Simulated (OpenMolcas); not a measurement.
A calculation on Cs.

| Item | Value |
| --- | --- |
| Program | OpenMolcas 26.06 |
| Method | CASSCF |
| Basis | ANO-RCC-VQZP [9s8p5d3f2g] |
| Scalar Hamiltonian | DKH2, point nucleus |
| Active space | 1 electron in 4 orbitals (6s 6p) |
| State averaging | 2S+1 = 2 even, 1 root; 2S+1 = 2 odd, 3 roots |
| Spin-orbit coupling | state interaction with AMFI integrals over the reference wave functions, term energies averaged over their components |

(1) Which level of the active space comes out lowest?

(2) How high does 6p ²P°_3/2 lie?

(3) How high does 6p ²P°_1/2 lie?

Measured values: NIST Handbook of Basic Atomic Spectroscopic Data.

## Answers

(1) 6s ²S_1/2, with 100 % of that term; it is also the measured ground level.

(2) 9595 cm⁻¹ above the lowest level; measured 11732 cm⁻¹ above the ground level, so the calculation is off by -18 %.

(3) 9297 cm⁻¹ above the lowest level; measured 11178 cm⁻¹ above the ground level, so the calculation is off by -17 %.

ANO sets are built for ground and valence states and can reach diffuse excited orbitals poorly. With one active electron the reference holds no correlation, so core polarisation is missing. Computed and measured levels are paired by configuration, term and J; levels that our copy of the source lacks, or whose pairing is in doubt (as where it misses far off the trend of its configuration), stay unpaired and out of the deviations. Only configurations of the active space appear.

° marks odd parity.
